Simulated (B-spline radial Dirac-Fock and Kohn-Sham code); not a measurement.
**Re 3s: cross section and angular parameters**

System: the Re atom, configuration 1s2 2s2 2p6 3s2 3p6 3d10 4s2 4p6 4d10 4f14 5s2 5p6 5d5 6s2; threshold 2932.0 eV (tabulated edge). These are calculated numbers from a radial B-spline solver; the model is Dirac-Hartree-Slater photoionisation with a Latter tail; cross sections with all multipoles, angular parameters from the dipole term and its interference with E2.

Input file task.json (cfg lists n, l and occupation; rrms is the nuclear radius in fm):

```json
{"items": [{
  "Z": 75,
  "q": 0,
  "cfg": [[1, 0, 2], [2, 0, 2], [2, 1, 6], [3, 0, 2], [3, 1, 6], [3, 2, 10], [4, 0, 2], [4, 1, 6], [4, 2, 10], [4, 3, 14], [5, 0, 2], [5, 1, 6], [5, 2, 5], [6, 0, 2]],
  "A": 187,
  "rrms": 5.3698,
  "do": "xps",
  "hv": [61.6, 73.5, 80, 88.9, 98.2, 100, 123.0, 150, 163.0, 191.0, 212.0, 223.0, 384.0, 400, 435.0, 470.0, 604.0, 613.0, 951.0, 1253.6, 1260.0, 1640.0, 2984.4, 3700.0, 4000, 5570.0, 7920.0, 9251.7, 9490.0],
  "edges": {"K": 71676.0, "L1": 12527.0, "L2": 11959.0, "L3": 10535.0, "M1": 2932.0, "M2": 2682.0, "M3": 2367.0, "M4": 1949.0, "M5": 1883.0, "N1": 625.4, "N2": 518.7, "N3": 446.8, "N4": 273.9, "N5": 260.5, "O1": 83.0}
}]}
```

Run with: `python xray2_run.py task.json out`

For linearly polarised light dσ/dΩ = σ/(4π) [1 + β P₂(cos θ) + (δ + γ cos²θ) sin θ cos φ], with θ from the polarisation vector and φ the angle between the beam and the projection of the electron momentum on the plane normal to the polarisation.

| hν (eV) | σ (kb) | β | γ |
| --- | --- | --- | --- |
| 2984.4 | 26.7 | 1.897 | 1.549 |
| 3700 | 19.9 | 1.916 | 0.892 |
| 4000 | 17.8 | 1.921 | 0.733 |
| 5570 | 10.6 | 1.935 | 0.230 |
| 7920 | 5.78 | 1.945 | -0.082 |
| 9251.7 | ? | ? | ? |
| 9490 | 4.14 | 1.948 | -0.154 |

Question: Give the values at Ga Kα (9251.7 eV).

Answer: σ = 4.35 kb, β = 1.947, γ = -0.148. For an s subshell δ is negligible.
